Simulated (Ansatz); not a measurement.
SiW₃ (the lowest singlet isomer of a short search) was relaxed with PBE-D4 (def2-SVP) in Ansatz in these states: neutral quintet, neutral singlet, neutral triplet. The geometries follow in no particular order.

In the def2 sets W takes a core potential; there is no spin–orbit coupling.

A:

Cartesian coordinates in Å:
```
W 1.039 -0.356 0.939
W -0.856 0.958 0.662
W 0.641 0.693 -1.094
Si -0.824 -1.295 -0.507
```

B:

```xyz
4

W     1.2944    0.5059   -0.4993
W     0.2577   -0.7661    1.2359
W    -0.8372    1.1641    0.3532
Si   -0.7149   -0.9039   -1.0897
```

C:

```xyz
4

W     1.423   -0.747   -0.560
W    -0.751   -1.081    0.313
W     0.489    0.764    1.004
Si   -1.161    1.064   -0.757
```

Problem. Judge from the bond lengths which geometry belongs to which state (an estimate).

Solution. A is the neutral singlet (W1–Si4 2.538 Å, W3–Si4 2.538 Å, W2–Si4 2.538 Å); B is the neutral quintet (W1–Si4 2.525 Å, W3–Si4 2.525 Å, W2–Si4 2.525 Å); C is the neutral triplet (W1–Si4 3.162 Å, W3–Si4 2.432 Å, W2–Si4 2.432 Å).

At PBE0-D4/def2-TZVP a singlet lies 1.97 eV below the neutral quintet. At PBE0-D4/def2-TZVP a singlet lies 1.04 eV below the neutral triplet. These are the stationary points nearest to one start from a short search; other shapes may lie lower in each state.
